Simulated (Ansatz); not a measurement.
Geometry optimisation, Ansatz 0.2.0, RKS PBE/def2-SVP.

input.yaml

```yaml
crystal:
  periodic: [false, false, false]
  atoms:
    - { symbol: Zr, position_ang: [0.0, 0.0, 0.0] }
    - { symbol: O, position_ang: [0.0, 0.0, 2.42] }
    - { symbol: H, position_ang: [-0.9095, -0.2814, 2.7571] }
    - { symbol: "N", position_ang: [2.084, 0.0, -0.7359] }
    - { symbol: H, position_ang: [2.5823, -0.918, -0.9166] }
    - { symbol: H, position_ang: [2.5853, 0.918, -0.9082] }
    - { symbol: "N", position_ang: [-1.0409, 1.8034, -0.7359] }
    - { symbol: H, position_ang: [-2.061, 1.7482, -1.0186] }
    - { symbol: H, position_ang: [-0.5204, 2.7241, -0.8065] }
    - { symbol: "N", position_ang: [-1.0409, -1.8034, -0.7359] }
    - { symbol: H, position_ang: [-1.5759, -2.4197, -0.0595] }
    - { symbol: H, position_ang: [-1.0055, -2.0526, -1.7656] }
    - { symbol: Cl, position_ang: [1.0493, -2.4618, 0.8892] }
    - { symbol: H, position_ang: [0.5406, -1.2682, 2.1491] }
basis:
  gaussian: { orbitals: def2-SVP }
hamiltonian:
  xc: pbe
relax:
  f_tol: 0.15
  max_steps: 25
  restrain:
    - { distance: [0, 12], at: 2.52, k: 30.0 }
    - { distance: [13, 1], at: 1.01, k: 30.0 }
    - { distance: [0, 1], at: 3.27, k: 30.0 }
    - { distance: [13, 12], at: 2.57, k: 30.0 }
output:
  orbitals: {}
```

Run as:

```bash
$ ansatz run input.yaml --threads 4 --pin off --max-ram 5120MiB --backend cpu --events-out ev --progress --plain --runs-dir out
```

Q: Where does it end, and by what steps?

A: It converged. The restraints hold the end off the free minimum; the threshold counts their pulls, which the force column leaves out. Restrained pairs: Zr1–Cl13 (2.82 → 2.51 Å), O2–H14 (1.40 → 0.99 Å), Zr1–O2 (2.42 → 3.26 Å), Cl13–H14 (1.81 → 2.57 Å). After 22 steps the energy has fallen by 3.079 eV (the restraints' own energy left out); H9 moved furthest, 1.88 Å.

| step | energy less start (eV) | largest force component (eV/Å) | accepted |
| --- | --- | --- | --- |
| 0 | 0.0000 | 2.582 | yes |
| 1 | -0.4811 | 3.064 | yes |
| 2 | -0.8249 | 1.602 | yes |
| 3 | -1.2596 | 1.079 | yes |
| 4 | -1.7658 | 1.159 | yes |
| 5 | -2.1050 | 1.400 | yes |
| 6 | -2.3616 | 0.819 | yes |
| 7 | -2.5399 | 0.839 | yes |
| 8 | -2.6521 | 0.769 | yes |
| 9 | -2.7511 | 0.668 | yes |
| 10 | -2.8129 | 0.567 | yes |
| 11 | -2.8592 | 0.590 | yes |
| 12 | -2.8928 | 0.700 | yes |
| 13 | -2.9410 | 0.447 | yes |
| 14 | -2.9549 | 0.711 | yes |
| 15 | -2.9783 | 0.605 | yes |
| 16 | -3.0178 | 0.588 | yes |
| 17 | -3.0405 | 0.559 | no |
| 18 | -3.0374 | 0.569 | yes |
| 19 | -3.0502 | 0.597 | yes |
| 20 | -3.0646 | 0.642 | yes |
| 21 | -3.0402 | 1.154 | no |
| 22 | -3.0791 | 0.601 | yes |

```xyz
14
Properties=species:S:1:pos:R:3
Zr 0.015 -0.727 -0.237
O 0.529 0.765 2.621
H -0.398 0.662 2.918
N 1.809 -0.135 -0.992
H 2.613 -0.773 -1.077
H 2.123 0.810 -1.246
N -1.145 0.933 -0.018
H -1.971 1.245 -0.538
H -0.893 1.638 0.686
N -0.870 -1.749 -1.752
H -1.719 -2.313 -1.619
H -0.537 -1.894 -2.711
Cl 0.241 -2.337 1.669
H 0.891 -0.136 2.828
```

The run took 30 s on 4 threads of Intel(R) Xeon(R) 6975P-C (Granite Rapids), on a shared host, peak memory 0.24 GiB.
